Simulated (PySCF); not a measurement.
PySCF input for Be(SeH)2 (BeH2Se2), SMILES [SeH][Be][SeH], B3LYP/pcSseg-2. Coordinates come from a B3LYP-D3(BJ)/def2-TZVP optimisation. Other conformers were not sampled.

```python
import numpy as np
from pyscf import gto, scf, dft
from pyscf.prop.nmr import rks as nmr

mol = gto.M(
    atom='''
    Be   -0.00000000   -0.00000000   -0.00708378
    Se   -2.03218473    0.03055546    0.03019377
    H    -2.09132787   -1.00950588   -1.01242077
    Se    2.03218474   -0.03055545    0.03019379
    H     2.09132787    1.00950551   -1.01242114
    ''',
    basis='pcSseg-2',
    charge=0,
    spin=0,
    max_memory=1600,
    verbose=3,
)
mf = dft.RKS(mol, xc='b3lyp').density_fit(auxbasis='def2-universal-jkfit')
mf.grids.level = 3
mf.conv_tol = 1e-10
mf.max_cycle = 100
mf.kernel()
n = nmr.NMR(mf)
n.verbose = 2
n.max_cycle_cphf = 60
sigma = n.kernel()
print('atom   isotropic/ppm   span/ppm')
for i, s in enumerate(sigma):
    w = np.linalg.eigvalsh((s + s.T) / 2)
    print(f'{mol.atom_symbol(i):2s}{i + 1:3d} {w.mean():14.3f} {w[2] - w[0]:11.3f}')
```

Output:

```
converged SCF energy = -4819.31794239851
atom   isotropic/ppm   span/ppm
Be  1         71.437     123.478
Se  2       2129.574     396.126
H   3         30.969      21.845
Se  4       2129.574     396.126
H   5         30.969      21.845
```

The calculation finished and met its thresholds.

Cost: roughly 60 core-seconds.
